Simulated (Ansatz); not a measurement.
Geometry optimisation, UKS PBE0/6-31G* in Ansatz 0.2.0.

The input (input.yaml):

```yaml
crystal:
  periodic: [false, false, false]
  atoms:
    - { symbol: B, position_ang: [-0.067554, -0.20027, -0.086606] }
    - { symbol: F, position_ang: [-0.363344, 0.172719, 1.157765] }
    - { symbol: O, position_ang: [1.223616, -0.126888, -0.485812] }
    - { symbol: H, position_ang: [1.314175, -0.420927, -1.400048] }
    - { symbol: O, position_ang: [-1.043108, -0.6414, -0.927623] }
    - { symbol: H, position_ang: [-1.910972, -0.641715, -0.50801] }
    - { symbol: Si, position_ang: [0.414709, -0.036474, 3.836725] }
    - { symbol: H, position_ang: [-0.646674, -1.065918, 3.652723] }
    - { symbol: H, position_ang: [1.00724, -0.172514, 5.202976] }
    - { symbol: H, position_ang: [-0.137988, 1.334787, 3.663711] }
magnetization:
  spin_polarized: true
  initial_magnetization: 1
basis:
  gaussian: { orbitals: "6-31G*" }
hamiltonian:
  xc: pbe0
relax:
  f_tol: 0.03
  max_steps: 50
output:
  orbitals: {}
```

Command:

```bash
$ ansatz run input.yaml --threads 2 --pin off --max-ram 3072MiB --backend cpu --events-out ev --progress --plain --runs-dir out
```

**Question.** Where does it end, and by what steps?

**Answer.** The forces met the threshold. After 5 steps the energy has fallen by 0.045 eV; H9 moved furthest, 0.33 Å.

| step | energy less start (eV) | largest force component (eV/Å) | accepted |
| --- | --- | --- | --- |
| 0 | 0.0000 | 0.381 | yes |
| 1 | -0.0402 | 0.104 | yes |
| 2 | -0.0445 | 0.050 | yes |
| 3 | -0.0446 | 0.119 | yes |
| 4 | -0.0448 | 0.090 | yes |
| 5 | -0.0453 | 0.021 | yes |

```xyz
10
Properties=species:S:1:pos:R:3
B -0.104 -0.194 -0.284
F -0.439 0.238 0.937
O 1.196 -0.125 -0.652
H 1.317 -0.459 -1.548
O -1.056 -0.692 -1.123
H -1.932 -0.670 -0.720
Si 0.466 -0.026 4.145
H -0.583 -1.055 3.893
H 0.995 -0.161 5.533
H -0.070 1.346 3.924
```

Whether the end is a true minimum wasn't checked by a vibrational analysis.

Time of the run: 22 s on 2 threads of Arm Neoverse V1 (shared host), peak memory 0.24 GiB.
